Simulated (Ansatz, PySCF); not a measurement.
System: sum formula SiAsH₄ (charge 0, doublet). It need not be the lowest isomer of its formula. 
Coordinates optimised at B3LYP-D3(BJ)/def2-TZVP (Ansatz, an electronic-structure program):
```xyz
6

Si    -1.5078     0.1377     0.3505
As     0.7860    -0.1027    -0.2172
H     -2.3121    -0.7446    -0.5262
H     -1.9512     1.5403     0.1591
H     -1.7412    -0.2460     1.7643
H      1.1758     0.9123     0.8614
```
Charge 0, spin multiplicity 2.

Total electronic energies in hartree. Correlated levels leave the core frozen unless marked. UHF or UKS for open shells. Spin-orbit coupling is left out. The frozen core is the preceding noble-gas configuration, with the filled d and f shells of earlier blocks. Non-relativistic. FCI takes restricted orbitals. CBS marks a two-point X^-3 extrapolation of the correlation energy; Hartree-Fock from the larger set. The bracket is a focal-point correction in the basis named.

```tsv
level	program	energy (Eh)
HF/def2-TZVPPD	Ansatz	-2525.46347
HF/def2-QZVPPD	Ansatz	-2525.51713
BLYP-D3(BJ)/def2-TZVPD	Ansatz + dftd3	-2527.79930
BLYP/def2-TZVPD	Ansatz	-2527.78992
PBE0/6-31G*	Ansatz	-2527.04110
BHLYP-D3(BJ)/def2-TZVPD	Ansatz + dftd3	-2527.74454
M06-2X/def2-TZVPD	PySCF	-2527.73544
MN15/def2-TZVPD	PySCF	___
CAM-B3LYP-D3(BJ)/def2-TZVPD	Ansatz + dftd3	-2527.88152
CAM-B3LYP-D4/def2-TZVPD	Ansatz + dftd4	-2527.88122
LC-wPBE/def2-TZVPD	Ansatz	___
B2GP-PLYP-D4/def2-TZVPD	Ansatz + dftd4	___
MP2/def2-TZVPP	Ansatz	-2525.71038
RI-MP2/def2-QZVPP	Ansatz	-2525.78300
SCS-MP2/6-31G	Ansatz	-2525.13279
CCSD/STO-3G	Ansatz	-2497.29670
CCSD(T)/STO-3G	Ansatz	-2497.29729
CCSD(T)/6-31G*	Ansatz	-2525.34176
CCSD(T)/def2-SVPD	Ansatz	-2525.34026
CCSD(T)/def2-TZVPP	Ansatz	-2525.76380
FCI/STO-3G	Ansatz	-2497.29757
RI-MP2/CBS(def2-TZVPP,def2-QZVPP)+[CCSD(T)-MP2]/def2-SVP	Ansatz	-2525.8457
RI-MP2/CBS(def2-TZVPPD,def2-QZVPPD)+[CCSD(T)-MP2]/def2-TZVPPD	Ansatz	-2525.8498
```

Fill in the missing entries.


- MN15/def2-TZVPD, energy (Eh): -2527.95345
- LC-wPBE/def2-TZVPD, energy (Eh): -2527.36062
- B2GP-PLYP-D4/def2-TZVPD, energy (Eh): -2527.02018
